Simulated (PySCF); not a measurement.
C3H8BNO, SMILES CNB1COC1.

Geometry optimised at PBE0-D3(BJ)/def2-SVP. This is a generated structure with no PubChem entry under its InChIKey; it may be hypothetical. Other conformers were not sampled.

Calculation: TDDFT-B3LYP/def2-SVPD run with PySCF.

Vertical excitations. The molecule is in vacuum. State labels are in the subgroup Cs.

```
state  symmetry  energy (eV)  λ (nm)      f          main pairs
-----  --------  -----------  ------  -----  ------------------
S1           A"         5.79     214  0.008      HOMO→LUMO 98 %
S2           A'         5.95     208  0.020    HOMO→LUMO+1 98 %
S3           A"         6.53     190  0.004    HOMO→LUMO+3 78 %
S4           A"         6.67     186  0.001    HOMO→LUMO+2 85 %
S5           A"         6.75     184  0.003    HOMO−2→LUMO 88 %
S6           A"         6.77     183  0.000  HOMO−1→LUMO+1 96 %
S7           A'         6.93     179  0.015    HOMO−1→LUMO 98 %
S8           A"         7.07     175  0.004  HOMO−3→LUMO+1 97 %
S9           A'         7.09     175  0.006    HOMO−3→LUMO 96 %
S10          A"         7.31     170  0.008    HOMO→LUMO+4 84 %
T1           A'         5.58     222      0    HOMO→LUMO+1 92 %
T2           A"         5.73     217      0      HOMO→LUMO 96 %
T3           A'         6.13     202      0  HOMO−2→LUMO+1 90 %
T4           A"         6.22     199      0  HOMO−1→LUMO+1 98 %
```
Triplets are in the Tamm–Dancoff approximation, which puts them higher than full response would, so one can lie above its singlet here.
